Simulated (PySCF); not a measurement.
# Atomic charges against the basis set

Species: C2H6BN.
Numbering: `[BH3-:1][C:2]#[N+:3][CH3:4]` (hydrogens: H5, H6, H7 on B1; H8, H9, H10 on C4)

PBE0 throughout (PySCF), one geometry, spherical d and f functions. Geometry: PBE0-D3(BJ)/def2-SVP; no solvent, vibrations or thermal averaging. Atoms taken as equivalent share a column and are averaged.

Mulliken charges (e):

| basis | functions | B1 | C2 | N3 | C4 | H5/H6/H7 | H8/H9/H10 |
| --- | --- | --- | --- | --- | --- | --- | --- |
| STO-3G | 26 | -0.129 | +0.204 | -0.191 | -0.139 | -0.054 | +0.139 |
| 6-31G | 48 | -0.197 | +0.280 | -0.373 | -0.311 | -0.031 | +0.231 |
| pcSseg-0 | 48 | -0.232 | +0.209 | -0.550 | -0.372 | +0.031 | +0.284 |
| 6-31G* | 68 | -0.320 | +0.346 | -0.260 | -0.427 | -0.016 | +0.236 |
| def2-SVP | 86 | -0.327 | +0.153 | -0.102 | +0.067 | -0.024 | +0.094 |
| cc-pVDZ | 86 | -0.268 | +0.253 | -0.177 | +0.024 | -0.039 | +0.095 |
| 6-311+G(2d,p) | 144 | -0.277 | +0.003 | +0.119 | -0.354 | -0.014 | +0.183 |
| aug-cc-pVDZ | 146 | -1.577 | -0.148 | -0.202 | +0.940 | +0.421 | -0.092 |
| def2-TZVP | 160 | -0.390 | +0.106 | +0.034 | -0.271 | +0.003 | +0.171 |
| IGLO-III | 200 | +0.006 | +0.294 | -0.270 | -0.316 | -0.063 | +0.159 |
| cc-pVTZ | 204 | -0.410 | +0.150 | -0.004 | -0.132 | +0.004 | +0.128 |

IAO charges (e):

```tsv
basis	functions	B1	C2	N3	C4	H5/H6/H7	H8/H9/H10
STO-3G	26	-0.435	+0.242	-0.046	-0.314	+0.007	+0.177
6-31G	48	-0.534	+0.282	-0.076	-0.334	+0.031	+0.190
pcSseg-0	48	-0.559	+0.289	-0.069	-0.321	+0.034	+0.186
6-31G*	68	-0.522	+0.299	-0.089	-0.310	+0.025	+0.183
def2-SVP	86	-0.546	+0.304	-0.078	-0.301	+0.028	+0.178
cc-pVDZ	86	-0.549	+0.300	-0.082	-0.309	+0.031	+0.183
6-311+G(2d,p)	144	-0.549	+0.298	-0.086	-0.319	+0.032	+0.187
aug-cc-pVDZ	146	-0.549	+0.298	-0.085	-0.316	+0.032	+0.186
def2-TZVP	160	-0.549	+0.300	-0.086	-0.317	+0.031	+0.186
IGLO-III	200	-0.550	+0.299	-0.086	-0.320	+0.032	+0.187
cc-pVTZ	204	-0.550	+0.300	-0.085	-0.319	+0.032	+0.186
```

Hirshfeld charges (e):

```tsv
basis	functions	B1	C2	N3	C4	H5/H6/H7	H8/H9/H10
STO-3G	26	-0.110	+0.161	-0.048	+0.079	-0.081	+0.054
6-31G	48	-0.133	+0.151	-0.026	-0.001	-0.070	+0.073
pcSseg-0	48	-0.133	+0.154	-0.005	-0.008	-0.074	+0.071
6-31G*	68	-0.133	+0.152	-0.028	-0.001	-0.069	+0.073
def2-SVP	86	-0.140	+0.155	-0.010	-0.018	-0.070	+0.074
cc-pVDZ	86	-0.135	+0.150	-0.011	-0.012	-0.071	+0.074
6-311+G(2d,p)	144	-0.125	+0.147	-0.035	-0.012	-0.068	+0.077
aug-cc-pVDZ	146	-0.132	+0.149	-0.032	-0.021	-0.067	+0.079
def2-TZVP	160	-0.132	+0.151	-0.029	-0.018	-0.068	+0.077
IGLO-III	200	-0.133	+0.151	-0.032	-0.021	-0.067	+0.079
cc-pVTZ	204	-0.133	+0.152	-0.024	-0.020	-0.069	+0.077
```

ESP-fitted charges (e):

| basis | functions | B1 | C2 | N3 | C4 | H5/H6/H7 | H8/H9/H10 |
| --- | --- | --- | --- | --- | --- | --- | --- |
| STO-3G | 26 | -0.443 | +0.203 | +0.145 | -0.486 | -0.002 | +0.196 |
| 6-31G | 48 | -0.330 | +0.168 | +0.115 | -0.449 | -0.027 | +0.193 |
| pcSseg-0 | 48 | -0.323 | +0.162 | +0.123 | -0.517 | -0.030 | +0.215 |
| 6-31G* | 68 | -0.357 | +0.152 | +0.133 | -0.467 | -0.017 | +0.196 |
| def2-SVP | 86 | -0.373 | +0.124 | +0.160 | -0.427 | -0.011 | +0.183 |
| cc-pVDZ | 86 | -0.338 | +0.098 | +0.170 | -0.429 | -0.018 | +0.184 |
| 6-311+G(2d,p) | 144 | -0.290 | +0.063 | +0.213 | -0.523 | -0.027 | +0.206 |
| aug-cc-pVDZ | 146 | -0.229 | +0.035 | +0.222 | -0.499 | -0.042 | +0.199 |
| def2-TZVP | 160 | -0.290 | +0.065 | +0.208 | -0.502 | -0.028 | +0.200 |
| IGLO-III | 200 | -0.258 | +0.046 | +0.212 | -0.495 | -0.034 | +0.199 |
| cc-pVTZ | 204 | -0.268 | +0.056 | +0.205 | -0.489 | -0.033 | +0.198 |

Q: Which scheme is steadiest as the basis changes?

A: Largest range over the bases for any column: Hirshfeld 0.10 e, IAO 0.12 e, ESP-fitted 0.21 e, Mulliken 1.58 e. Hirshfeld charges move least and Mulliken charges most, counted in e. Without the minimal STO-3G basis the ranges are Hirshfeld 0.03, IAO 0.04, ESP-fitted 0.14, Mulliken 1.58 e.

Q: How much do the charges still move between the two largest bases, IGLO-III and cc-pVTZ?

A: At most, over all atoms: Mulliken 0.415 e, IAO 0.001 e, Hirshfeld 0.008 e, ESP-fitted 0.010 e.

Q: What do the same runs give for the total energy, the frontier levels and the dipole moment?

A: 
| basis | energy (Eh) | HOMO (eV) | LUMO (eV) | μ (D) |
| --- | --- | --- | --- | --- |
| STO-3G | -157.2077 | -6.29 | 2.22 | 6.46 |
| 6-31G | -159.1333 | -7.89 | 0.05 | 6.46 |
| pcSseg-0 | -158.8219 | -8.18 | -0.25 | 6.62 |
| 6-31G* | -159.1776 | -7.90 | 0.05 | 6.41 |
| def2-SVP | -159.0649 | -7.99 | -0.10 | 6.44 |
| cc-pVDZ | -159.1875 | -7.94 | -0.01 | 6.46 |
| 6-311+G(2d,p) | -159.2245 | -8.10 | -0.29 | 6.37 |
| aug-cc-pVDZ | -159.1952 | -8.06 | -0.52 | 6.36 |
| def2-TZVP | -159.2382 | -8.08 | -0.20 | 6.38 |
| IGLO-III | -159.2414 | -8.09 | -0.23 | 6.36 |
| cc-pVTZ | -159.2350 | -8.08 | -0.18 | 6.39 |

The dipole is fixed by the density alone, so its range of 0.26 D shows that the density itself changes with the basis, not only its division among atoms.
